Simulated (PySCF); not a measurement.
[Cd(NH2)(CH3)], neutral singlet in the gas phase. 

Cartesian coordinates (Å):
```xyz
8

Cd     0.1020    -0.0237     0.0288
N     -0.6995    -1.8195    -0.4852
H     -0.8777    -2.4289     0.3256
H     -0.0922    -2.3683    -1.1101
C      0.7684     1.9248     0.4757
H      0.2651     2.6696    -0.1716
H      1.8627     1.9986     0.3212
H      0.5471     2.1693     1.5336
```
Charge 0, spin multiplicity 1.

All levels are single points at this geometry (PBE-D3(BJ)/def2-SVP); Pople sets use spherical d functions. Orbital energies aren't observables, and empty levels follow the basis.

| level | HOMO (eV) | LUMO (eV) | gap (eV) | dipole (D) | vertical IE, Delta-SCF (eV) |
|---|---|---|---|---|---|
| B3LYP-D3(BJ)/def2-TZVP in PySCF | -6.27 | -0.59 | 5.68 | 1.32 | – |
| PBE-D3(BJ)/def2-TZVP in PySCF | -5.21 | -1.04 | 4.17 | 1.22 | – |
| TPSSh-D3(BJ)/def2-TZVP in PySCF | -5.74 | -0.57 | 5.17 | 1.28 | – |
| B3LYP/6-31G* (LANL2DZ on Cd) in PySCF | -5.71 | -0.19 | 5.52 | 1.34 | 8.21 |
| B3LYP/LANL2DZ in PySCF | -5.75 | -0.38 | 5.37 | 1.67 | – |
| BP86/6-31G* (LANL2DZ on Cd) in PySCF | -4.72 | -0.76 | 3.96 | 1.26 | – |
| M06-2X/6-31G* (LANL2DZ on Cd) in PySCF | -7.29 | 0.36 | 7.65 | 1.47 | – |
| PBE/6-31G* (LANL2DZ on Cd) in PySCF | -4.61 | -0.68 | 3.93 | 1.26 | 8.05 |
| HF/6-31G* (LANL2DZ on Cd) in PySCF | -9.44 | 1.87 | 11.31 | 1.60 | 7.09 |
